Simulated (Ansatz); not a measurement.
Ansatz (a program for electronic structure) input (CCSD(T)/def2-SVPD):

Ansatz 0.2 input:
```yaml
crystal:
  periodic: [false, false, false]
  atoms:
    - {symbol: Rb, position_ang: [-0.00000000, -0.00000000, -0.46082120]}
    - {symbol: F, position_ang: [0.00000000, 0.00000000, 1.89448715]}
basis:
  gaussian:
    orbitals: def2-SVPD
magnetization: {spin_polarized: false}
correlation: {method: ccsd_t, electrons: outside_noble_gas}
output: {forces: true}
```

End of the output:

```
478 factors; integrals over basis functions are off by at most 7.5e-4 eV
mean field: 0.08 GiB planned
mean field evaluation 1: about -3349.7448 eV, gradient 4.0e1 eV
mean field evaluation 2: about -3349.7459 eV, gradient 4.0e1 eV
mean field evaluation 4: about -3352.6170 eV, gradient 8.7e-1 eV
mean field evaluation 8: about -3352.6179 eV, gradient 3.8e-4 eV
mean field evaluation 16: about -3352.6179 eV, gradient 2.5e-6 eV
mean field -3352.61788530 eV, -123.2064347987 hartree, gradient 2.5e-6 eV, S^2 0.000000; 0 other end points of the search recorded, 0 dependent functions left out
5 core orbitals not correlated, not the lowest: weight in the atoms' cores, before any rotation towards them, 0.966 or more for the frozen orbitals, at most 0.021 for the correlated occupied ones
reference -3352.61788530 eV, -123.2064347987 hartree; 4, 4 occupied and 41, 41 virtual orbitals, 478 factors
densities: 0.09 GiB planned
second order -6.01441695 eV of doubles, -0.00000000 eV of singles
coupled cluster: 0.08 GiB planned
cycle   1  -5.78215750 eV  change    2.3e-1 eV  update   8.6e-2
cycle   2  -5.94057525 eV  change   -1.6e-1 eV  update   3.0e-2
cycle   3  -5.97417777 eV  change   -3.4e-2 eV  update   1.4e-2
cycle   4  -5.97701663 eV  change   -2.8e-3 eV  update   4.4e-3
cycle   5  -5.97369740 eV  change    3.3e-3 eV  update   1.6e-3
cycle   6  -5.97304171 eV  change    6.6e-4 eV  update   7.8e-4
cycle   7  -5.97332058 eV  change   -2.8e-4 eV  update   3.1e-4
cycle   8  -5.97341702 eV  change   -9.6e-5 eV  update   1.2e-4
cycle   9  -5.97340468 eV  change    1.2e-5 eV  update   4.6e-5
cycle  10  -5.97339787 eV  change    6.8e-6 eV  update   1.7e-5
cycle  11  -5.97340050 eV  change   -2.6e-6 eV  update   8.7e-6
perturbative correction -0.12695413 eV, -0.0046654781 hartree
the calculation of the forces begins
Total energy: -3358.71823993 eV, -123.4306186964 hartree
Atom 0 at    -0.000000    -0.000000    -0.460821 Å, force    -0.000000    -0.000000    -0.517927 eV/Å
Atom 1 at     0.000000     0.000000     1.894487 Å, force     0.000000     0.000000     0.517927 eV/Å
Dipole moment:     0.000000    -0.000000    -1.975387 e Å
```
